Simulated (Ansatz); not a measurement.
## Relaxing a trial structure of BrH3Si

The starting geometry of this gas-phase singlet was optimised with GFN2-xTB.

```xyz
5

Br   -0.7872    0.0868    0.9869
Si    0.2749    0.9132   -0.8905
H    -0.8768    0.5585   -1.7649
H    -2.2106   -0.5286    0.0424
H     0.8210    0.8217    1.7399
```

Predict what it relaxes into with PBE0-D4/def2-TZVP.

A new bond forms, giving a structure with Br1 bridging Si2 and H4, given below by its coordinates. Distances that change by over a tenth: Br1–Si2 (2.31 → 2.63 Å), Br1–H4 (1.82 → 1.43 Å), Br1–H5 (1.92 → 2.91 Å). Contacts that close: Si2–H5 (2.69 → 1.52 Å).

The energy falls by 3.37 eV over 20 steps:

| step | E − E(last) (eV) |
| --- | --- |
| 1 | 3.374 |
| 3 | 3.202 |
| 5 | 3.198 |
| 7 | 3.177 |
| 9 | 2.221 |
| 12 | 0.227 |
| 14 | 0.038 |
| 16 | 0.002 |
| 18 | 0.000 |
| 20 | 0.000 |

Final geometry (Å):

```json
{"atom": "Br", "x (Å)": "-1.7947", "y (Å)": "0.1107", "z (Å)": "0.7869"}
{"atom": "Si", "x (Å)": "0.4076", "y (Å)": "0.3371", "z (Å)": "-0.6252"}
{"atom": "H", "x (Å)": "-0.2790", "y (Å)": "1.5553", "z (Å)": "-1.2307"}
{"atom": "H", "x (Å)": "-2.0302", "y (Å)": "-1.2858", "z (Å)": "0.6138"}
{"atom": "H", "x (Å)": "0.9176", "y (Å)": "1.1342", "z (Å)": "0.5692"}
```

Frequencies at the end are all real (lowest 115 cm⁻¹). Run with Ansatz 0.2.0, 20 s on 2 threads of Arm Neoverse V2, with other jobs on the host.
